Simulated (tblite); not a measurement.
Compound: C6H5ClNO (doublet state).
Bonds: C1–O2, O2–C3, C3–C4 (aromatic), C4–C5 (aromatic), C5–N6 (aromatic), N6–C7 (aromatic), C7–Cl8, C7–C9 (aromatic), C3–C9 (aromatic). Hydrogens: H10, H11, H12 on C1; H13 on C4; H14 on C9.
Bond orders are those of one Lewis drawing.

Computed with GFN2-xTB (tblite), gas phase: L-BFGS steps from a force-field or distance-geometry start until the largest atomic force falls under 0.01 eV/Å.

Step 6: E = -730.2451 eV
```
atom  x, y, z in Å  |  force x, y, z in eV/Å
C1     -2.2632   -0.5036   -0.0296   -0.165  -0.077   0.022
O2     -1.4102    0.6192   -0.1264   -0.037   0.051  -0.060
C3     -0.0741    0.5226   -0.0558    0.061   0.046   0.017
C4      0.6369    1.7385   -0.1483    0.050   0.005  -0.017
C5      1.9977    1.6301   -0.0968   -0.017   0.169  -0.002
N6      2.7005    0.5598    0.0319   -0.196  -0.018  -0.012
C7      2.0481   -0.5854    0.1261    0.031  -0.023   0.007
Cl8     2.9487   -2.0335    0.3027    0.116  -0.009   0.005
C9      0.6653   -0.6508    0.0879   -0.016  -0.044   0.022
H10    -3.0768   -0.3417   -0.7391    0.037   0.044  -0.033
H11    -2.6994   -0.5558    0.9728    0.132  -0.009   0.042
H12    -1.7816   -1.4529   -0.2635    0.057   0.089  -0.032
H13     0.1021    2.6676   -0.2569    0.061  -0.038   0.004
H14     0.2055   -1.6146    0.1728   -0.115  -0.186   0.038
```

Step 7: E = -730.2508 eV
```
atom  x, y, z in Å  |  force x, y, z in eV/Å
C1     -2.2627   -0.5046   -0.0301   -0.129  -0.028   0.017
O2     -1.4119    0.6211   -0.1304   -0.039   0.012  -0.039
C3     -0.0771    0.5217   -0.0549    0.091   0.055   0.000
C4      0.6351    1.7377   -0.1482    0.040   0.004  -0.012
C5      1.9957    1.6333   -0.0968   -0.043   0.106   0.000
N6      2.6906    0.5589    0.0314   -0.098  -0.051  -0.002
C7      2.0415   -0.5871    0.1267    0.084  -0.075   0.011
Cl8     2.9606   -2.0314    0.3027    0.006   0.083  -0.008
C9      0.6581   -0.6554    0.0887    0.072  -0.053   0.036
H10    -3.0741   -0.3334   -0.7406    0.025  -0.025   0.010
H11    -2.6918   -0.5548    0.9765    0.115  -0.023  -0.011
H12    -1.7751   -1.4527   -0.2650   -0.007   0.140  -0.034
H13     0.1073    2.6693   -0.2574   -0.002  -0.025   0.001
H14     0.2031   -1.6230    0.1753   -0.114  -0.120   0.030
```

Step 8: E = -730.2533 eV
```
atom  x, y, z in Å  |  force x, y, z in eV/Å
C1     -2.2643   -0.5052   -0.0302   -0.039   0.031   0.003
O2     -1.4131    0.6221   -0.1330   -0.001  -0.008  -0.023
C3     -0.0774    0.5216   -0.0544    0.071   0.000  -0.006
C4      0.6349    1.7377   -0.1485   -0.004   0.003  -0.006
C5      1.9948    1.6366   -0.0968   -0.017   0.019   0.006
N6      2.6840    0.5585    0.0310   -0.023  -0.041   0.003
C7      2.0395   -0.5892    0.1271    0.059  -0.060   0.009
Cl8     2.9667   -2.0294    0.3027   -0.021   0.097  -0.010
C9      0.6554   -0.6590    0.0897    0.059  -0.039   0.036
H10    -3.0728   -0.3299   -0.7416   -0.011  -0.049   0.022
H11    -2.6863   -0.5549    0.9787    0.082  -0.029  -0.013
H12    -1.7719   -1.4502   -0.2664   -0.029   0.125  -0.041
H13     0.1097    2.6697   -0.2576   -0.040  -0.005  -0.004
H14     0.2000   -1.6288    0.1769   -0.085  -0.043   0.023
```

Problem. Estimate the geometry and energy of step 9. (The exact step hangs on the optimiser's Hessian estimate; all steps are aligned on step 8, rigid shifts and turns removed.)

Solution. E = -730.2547 eV, largest force 0.097 eV/Å
```
atom  x, y, z in Å  |  force x, y, z in eV/Å
C1     -2.2657   -0.5047   -0.0302    0.030   0.068  -0.009
O2     -1.4134    0.6224   -0.1348    0.038  -0.008  -0.015
C3     -0.0764    0.5212   -0.0542    0.031  -0.038  -0.008
C4      0.6348    1.7379   -0.1488   -0.019  -0.004  -0.002
C5      1.9945    1.6385   -0.0966   -0.005  -0.039   0.009
N6      2.6800    0.5580    0.0308    0.027  -0.014   0.003
C7      2.0393   -0.5913    0.1275    0.008  -0.024   0.007
Cl8     2.9697   -2.0268    0.3025   -0.006   0.064  -0.006
C9      0.6549   -0.6617    0.0910    0.018  -0.033   0.031
H10    -3.0726   -0.3291   -0.7419   -0.042  -0.047   0.024
H11    -2.6819   -0.5555    0.9799    0.051  -0.027   0.004
H12    -1.7708   -1.4466   -0.2680   -0.024   0.079  -0.051
H13     0.1102    2.6698   -0.2577   -0.057   0.003  -0.006
H14     0.1968   -1.6324    0.1783   -0.050   0.020   0.019
```

The energy changes by -0.0014 eV. The first-order estimate −F·Δx gives -0.0020 eV and the mean of the old and new forces, exact on a quadratic surface, -0.0014 eV. The step makes an angle of 48° with the force vector and moves no atom by more than 0.005 Å.

The cost below is that of the whole relaxation. The run took 0.36 s wall on an Arm Neoverse V1 with one thread, on a shared host.
